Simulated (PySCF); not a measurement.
Run record: excited-state job, `N#C[B@@H-]1OC=CC=[O+]1`.

Computed with TDDFT wB97X-D/def2-SVPD, vertical, gas phase, core orbitals frozen in the response (PySCF 2.14.0, density-fitted response routines). Geometry: GFN2-xTB. A driver script takes a list of jobs; this job's settings line and coordinates (Å) are shown.

Command:
```bash
OMP_NUM_THREADS=1 python probes_run.py task.json out
```

Input:
```
{"job": {"kind": "uv", "xc": "wB97X-D", "basis": "def2-SVPD", "nstates": 8, "ntriplets": 3}, "charge": 0, "multiplicity": 1}
N     -2.689852    -0.548793     1.724351
C     -2.087270    -0.348459     0.769279
B     -1.228861    -0.077154    -0.511893
O     -0.200044    -1.223178    -0.622402
C      0.991762    -1.053732    -0.245974
C      1.531333     0.158145     0.169908
C      0.715947     1.279248     0.064690
O     -0.493224     1.262736    -0.293833
H     -1.851333    -0.017933    -1.517664
H      1.626412    -1.939763    -0.300485
H      2.556986     0.238391     0.476273
H      1.129342     2.269808     0.261723
```

Output:
```
coarse grid: 11144 points
cycle   1  E = -384.2789167213  dE =  1.623e+00  |g| = 8.565e-01  |ddm| = 5.416e+00
cycle   2  E = -384.1939687172  dE =  8.495e-02  |g| = 1.155e+00  |ddm| = 2.274e+00
cycle   3  E = -384.4405935694  dE = -2.466e-01  |g| = 8.453e-02  |ddm| = 1.322e+00
cycle   4  E = -384.4420434445  dE = -1.450e-03  |g| = 4.343e-02  |ddm| = 2.085e-01
cycle   5  E = -384.4424468991  dE = -4.035e-04  |g| = 1.448e-02  |ddm| = 9.099e-02
cycle   6  E = -384.4424851453  dE = -3.825e-05  |g| = 6.138e-03  |ddm| = 2.454e-02
cycle   7  E = -384.4424941094  dE = -8.964e-06  |g| = 1.163e-03  |ddm| = 1.148e-02
final grid: 110936 points
cycle   8  E = -384.5049080044  dE = -8.174e-05  |g| = 5.473e-03  |ddm| = 1.446e-01
cycle   9  E = -384.5049029336  dE =  5.071e-06  |g| = 7.623e-03  |ddm| = 1.837e-02
cycle  10  E = -384.5049149589  dE = -1.203e-05  |g| = 8.492e-04  |ddm| = 8.348e-03
cycle  11  E = -384.5049151127  dE = -1.538e-07  |g| = 4.701e-04  |ddm| = 2.103e-03
cycle  12  E = -384.5049151576  dE = -4.490e-08  |g| = 1.130e-04  |ddm| = 8.185e-04
cycle  13  E = -384.5049151609  dE = -3.316e-09  |g| = 4.349e-05  |ddm| = 2.722e-04
cycle  14  E = -384.5049151616  dE = -6.985e-10  |g| = 1.016e-05  |ddm| = 1.209e-04
converged SCF energy = -384.5049151616

Static polarisability (au): isotropic 68.292, principal 56.895 70.042 77.939

Singlet excitations
state   eV       nm        f      main configurations
  1   4.3101    287.7   0.08957   H->L 0.98
  2   5.0940    243.4   0.00098   H-4->L 0.84, H-2->L 0.14
  3   5.7861    214.3   0.01422   H-1->L 0.94
  4   6.3032    196.7   0.02763   H-2->L 0.84, H-4->L 0.14
  5   6.7383    184.0   0.04290   H-3->L 0.48, H-6->L 0.24, H-5->L 0.24
  6   7.0629    175.5   0.00666   H-6->L 0.64, H-3->L 0.26
  7   7.2525    171.0   0.01204   H-5->L 0.61, H-3->L 0.21
  8   7.3360    169.0   0.04104   H->L+1 0.89

Triplet excitations (Tamm-Dancoff, eV): 2.8819 4.7448 5.6076
```

The SCF starts on a coarse grid where the log names one; the energy can jump when the final grid takes over, and dE then counts from the start density on the new grid. H and L stand for HOMO and LUMO; the number after each pair is its weight.

Give the mean polarisability as a volume in Å³, and the ratio of the largest to the smallest principal value.

68.292 au × 0.148185 = 10.12 Å³; 77.939/56.895 = 1.37.

Which computed singlet has the largest oscillator strength, and what do all of them sum to?

State 1 at 4.31 eV (288 nm), f = 0.090; the 8 states sum to 0.235.

In short: HOMO -9.92 eV, LUMO -1.27 eV; lowest singlet 4.31 eV; lowest triplet 2.88 eV (Tamm–Dancoff); mean polarisability 68.3 au.

Estimate the wall time. Hardware: Arm Neoverse N1, one thread, no GPU (shared host). And the peak memory of the process?

About 61 s, with 0.83 GiB resident at the peak, the Python interpreter and its libraries included.

One conformer stands for the species.
Labels such as C1 count atoms from 1, the log's own numbers from 0.

wB97X-D is run here without its empirical dispersion term; that term would change no orbital, density or response property at a fixed geometry.
